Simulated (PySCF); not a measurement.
A structure optimised at PBE-D3(BJ)/def2-SVP, used in a PySCF frequency run:

```xyz
12

Si     1.7310     1.1387     0.5840
O      1.2136    -0.3546     0.0297
Si    -0.1401    -1.0756    -0.6586
Si    -2.1243     0.0026     0.0292
H      2.3032     1.9512    -0.5455
H      2.7874     0.9142     1.6251
H      0.5743     1.8933     1.1891
H     -0.0380    -1.0279    -2.1624
H     -0.1595    -2.5185    -0.2347
H     -2.1563     1.4289    -0.4533
H     -3.3088    -0.7265    -0.5511
H     -2.2428     0.0015     1.5302
```
Charge 0, spin multiplicity 1.

**Question.** Write its SMILES and formula.

**Answer.** [SiH3]O[SiH2][SiH3], H₈OSi₃

**Question.** What are its rotational constants (standard atomic weights)?

**Answer.** 5.2175, 1.6554, 1.3211 GHz
